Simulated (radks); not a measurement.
Co V, configuration [Ar] 3d5.

Calculated with a radial shooting solver on a logarithmic mesh with Libxc functionals: non-relativistic Kohn-Sham, PBE, spin-polarised, spherical densities, point nucleus; open shells are filled with parallel spins first.

Energy parts (hartree):
total: -1378.37754
kinetic: 1377.44539
electron-nucleus: -3233.10079
Hartree: 534.65355
exchange-correlation: -57.37569

Orbitals (lengths in bohr, moments of r in powers of bohr):
orbital  occ.  eigenvalue (hartree)  <1/r>
1s down     1             -278.4715  26.51
1s up       1             -278.4710  26.51
2s up       1             -34.80278  5.701
2s down     1             -34.68290  5.715
2p up       3             -30.50823  5.656
2p down     3             -30.41927  5.669
3s up       1              -5.96945  1.842
3s down     1              -5.72598  1.828
3p up       3              -4.67320  1.729
3p down     3              -4.43323  1.712
3d up       5              -2.52306  1.467
3d down     0              -2.28918  1.435

The highest occupied level is 3d up at -68.656 eV. The electron density at the nucleus is 1.338e+04 e/bohr^3. Spin moment in Bohr magnetons: 5. Virial ratio -V/T = 2.00068.
